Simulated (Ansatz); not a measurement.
Relaxation of H7NSn (9 atoms, charge 0, multiplicity 1), to a largest force component of 0.03 eV/Å in at most 50 steps.

Computed with Ansatz, RKS LDA/def2-SVP.

```xyz
9
Properties=species:S:1:pos:R:3
Sn -0.542 0.062 -0.468
H -0.070 -0.092 2.440
H 0.925 -0.111 0.424
H -0.563 1.570 -1.287
H -0.741 -1.249 -1.557
N -2.305 0.011 0.629
H -2.448 -0.871 1.145
H -2.397 0.792 1.293
H -0.788 -0.112 2.308
```

Where does it end, and by what steps?

The run converged. The force dipped under the threshold on the way, but the program's further checks kept it going. After 8 steps the energy has fallen by 0.184 eV; H2 moved furthest, 0.70 Å.

```json
{"step": "0", "energy less start (eV)": "0.0000", "largest force component (eV/Å)": "2.100", "accepted": "yes"}
{"step": "1", "energy less start (eV)": "-0.1318", "largest force component (eV/Å)": "0.155", "accepted": "yes"}
{"step": "2", "energy less start (eV)": "-0.1625", "largest force component (eV/Å)": "0.308", "accepted": "yes"}
{"step": "3", "energy less start (eV)": "-0.1764", "largest force component (eV/Å)": "0.221", "accepted": "yes"}
{"step": "4", "energy less start (eV)": "-0.1789", "largest force component (eV/Å)": "0.150", "accepted": "yes"}
{"step": "5", "energy less start (eV)": "-0.1838", "largest force component (eV/Å)": "0.028", "accepted": "yes"}
{"step": "6", "energy less start (eV)": "-0.1840", "largest force component (eV/Å)": "0.044", "accepted": "yes"}
{"step": "7", "energy less start (eV)": "-0.1843", "largest force component (eV/Å)": "0.066", "accepted": "yes"}
{"step": "8", "energy less start (eV)": "-0.1845", "largest force component (eV/Å)": "0.027", "accepted": "yes"}
```

```xyz
9
Properties=species:S:1:pos:R:3
Sn -0.588 0.064 -0.644
H -0.219 -0.168 3.118
H 0.913 -0.081 0.200
H -0.678 1.573 -1.452
H -0.801 -1.256 -1.717
N -2.223 0.024 0.575
H -2.336 -0.846 1.111
H -2.284 0.813 1.232
H -0.713 -0.125 2.507
```

Whether the end is a true minimum wasn't checked by a vibrational analysis.

Run time: 13 s on 1 thread of Arm Neoverse V2, with other jobs on the host, peak memory 0.13 GiB.
